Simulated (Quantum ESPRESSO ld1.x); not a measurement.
Values are calculated unless marked as measured or tabulated.
Ni, configuration [Ar] 3d8 4s2. Level of theory: non-relativistic Kohn-Sham, LDA (Slater exchange, VWN5 correlation), spin-unpolarised, spherical densities, point nucleus (ld1.x of Quantum ESPRESSO 7.5).

Unscreened Slater integrals over Kohn-Sham orbitals (eV).

F0(4s,4s): 8.7323
F0(4s,3d): 11.228
G2(4s,3d): 1.2610
F0(4s,3p): 11.474
G1(4s,3p): 0.56569
F0(4s,3s): 11.504
G0(4s,3s): 0.40819
F0(4s,2p): 12.096
G1(4s,2p): 0.20184
F0(3d,3d): 25.621
F2(3d,3d): 11.531
F4(3d,3d): 7.1160
F0(3d,3p): 28.159
F2(3d,3p): 13.052
G1(3d,3p): 16.127
G3(3d,3p): 9.7258
F0(3d,3s): 28.647
G2(3d,3s): 12.138
F0(3d,2p): 36.688
F2(3d,2p): 6.9560
G1(3d,2p): 5.1958
G3(3d,2p): 2.9537
F0(3p,3p): 31.421
F2(3p,3p): 15.653
F0(3p,3s): 32.004
G1(3p,3s): 21.144
F0(3p,2p): 42.833
F2(3p,2p): 8.5273
G0(3p,2p): 3.2869
G2(3p,2p): 3.4616
F0(3s,3s): 32.641
F0(3s,2p): 43.562
G1(3s,2p): 3.5542
F0(2p,2p): 114.57
F2(2p,2p): 54.095

Derived for the open shells (J is the average intra-shell exchange parameter used in DFT+U). 3d: Racah B = F2/49 - 5 F4/441 = 0.1547 eV, C = 35 F4/441 = 0.5648 eV, C/B = 3.65, F4/F2 = 0.617, J = (F2 + F4)/14 = 1.332 eV.
